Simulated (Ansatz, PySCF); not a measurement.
FS, SMILES F[S] (connectivity only; charge and spin as stated), charge -1, multiplicity 1.

The structure is a stationary point at PBE-D3(BJ)/def2-TZVPD. The spin state was assumed, not searched.

Two levels are set side by side: PBE/def2-TZVPD (Ansatz, a quantum-chemistry and plane-wave program) and EOM-CCSD/aug-cc-pVDZ (PySCF). PBE by ΔSCF, the other level by its IP root; same geometry, the bases differ. Differences are taken from unrounded values.

```json
[
 {"quantity": "vertical ionisation energy (eV)", "EOM-CCSD": "2.39", "PBE": "2.39", "PBE minus EOM-CCSD": "-0.01"}
]
```

On these quantities the two levels nearly agree.
